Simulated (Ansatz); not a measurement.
Consider the redistribution: `[SiH3][BH][GeH2][Cl]` + `B[SiH](C)C` → `B[SiH](C)B[SiH3]` + `[CH3][GeH2][Cl]`.

Computed with Ansatz on PBE0-D4/def2-TZVP structures; ΔE is electronic, products minus reactants. CCSD(T)/CBS is the MP2 limit (def2-TZVPP, def2-QZVPP) plus CCSD(T) − MP2 in def2-TZVPP, frozen cores. DFT in def2-TZVPP. B3LYP here is the variant with VWN-RPA as its local correlation; programs differ in this. For Ge outer-core shells are correlated without core-valence functions, which leaves a few kJ/mol of doubt a bond. Scalar relativity is left out up to krypton. Each species was taken in one conformer, which may not be the lowest.

**Question.** Is it downhill or uphill in electronic energy at CCSD(T)/CBS, and by how much? (Estimate.)

**Answer.** Ansatz gave: Uphill: ΔE = +1.4 kcal/mol.

**Question.** What do these levels give: B3LYP-D4, ωB97M-V, PBE, SCS-MP2/def2-TZVPP, CCSD/def2-TZVPP, SCS-MP2/def2-QZVPP? (An estimate is asked.)

**Answer.** The calculation gave: B3LYP-D4 1.1, ωB97M-V 1.8, PBE -0.2, SCS-MP2/def2-TZVPP 1.8, CCSD/def2-TZVPP 1.6, SCS-MP2/def2-QZVPP 1.9 kcal/mol.

Largest T1 diagnostic among the species: 0.015.

The D4 term adds −0.8 kcal/mol with B3LYP and −0.5 kcal/mol with PBE0; it sums over pairs of atoms, weighted by their polarisabilities, and B3LYP, whose exchange is more repulsive, gets the larger term. In def2-TZVPP, CCSD(T) changes the Hartree–Fock value by −2.9 kcal/mol (the triples alone add −0.7 kcal/mol) and MP2 by −2.7 kcal/mol. From PBE to PBE0 (25 % exact exchange), in def2-TZVPP and without D4, ΔE moves by +1.0 kcal/mol.
